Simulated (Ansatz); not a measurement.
A run for Ansatz (a first-principles code): R-RI-MP2/def2-TZVPPD on CH7BrSi (a complex), monomers drawn apart or pushed together. Files ending in .json are basis or fitting sets from the Basis Set Exchange. The run froze 20 orbitals, filled d shells among them.

Ansatz 0.2 input:
```yaml
crystal:
  periodic: [false, false, false]
  atoms:
    - {symbol: Br, position_ang: [-1.42924959, 0.06058801, -0.17129521]}
    - {symbol: H, position_ang: [-0.30333285, -0.16620468, 0.68132888]}
    - {symbol: C, position_ang: [-0.85431454, 0.46491136, 4.01056717]}
    - {symbol: Si, position_ang: [0.91245681, -0.09603599, 3.74906783]}
    - {symbol: H, position_ang: [-1.03747951, 0.67583159, 5.06576966]}
    - {symbol: H, position_ang: [-1.55982598, -0.30312724, 3.68967803]}
    - {symbol: H, position_ang: [-1.06500803, 1.37128593, 3.44078657]}
    - {symbol: H, position_ang: [1.87802682, 0.95024947, 4.15966263]}
    - {symbol: H, position_ang: [1.15435864, -0.38270734, 2.30681580]}
    - {symbol: H, position_ang: [1.20129320, -1.33994049, 4.50065931]}
basis:
  gaussian:
    orbitals: def2-TZVPPD.json
    fitting: {mean_field: def2-universal-JKFIT, correlation: def2-TZVPPD-RIFIT.json}
magnetization: {spin_polarized: false}
correlation: {method: mp2, electrons: outside_noble_gas}
scf: {lower_state_search: off}
```

The log:

```
Functional definition: HF
[...]
these checks for a lower state are left out or cut short: stability, starts, cluster_reference, orbital_swaps, neighbouring_geometries, increment
integrals: 0.32 GiB planned
595 factors; integrals over basis functions are off by at most 1.1e0 eV
mean field: 0.55 GiB planned
mean field evaluation 1: about -79001.2832 eV, gradient 2.6e1 eV
mean field evaluation 2: about -79003.1377 eV, gradient 1.0e1 eV
mean field evaluation 4: about -79003.4557 eV, gradient 4.5e-1 eV
mean field -79003.45817467 eV, -2903.3235374518 hartree, gradient 1.1e-6 eV, S^2 0.000000; 0 other end points of the search recorded, 0 dependent functions left out
20 core orbitals not correlated
679 factors; their error is unknown
reference -79003.45817467 eV, -2903.3235374518 hartree; 11, 11 occupied and 230, 230 virtual orbitals, 679 factors
second order -13.54436175 eV of doubles, -0.00000000 eV of singles
Total energy: -79017.00253642 eV, -2903.8212835654 hartree
Checks for a lower state left out: stability, starts, cluster_reference, orbital_swaps, neighbouring_geometries, increment
```

The run converged.

Cost: around 2.1 core-seconds (rough).
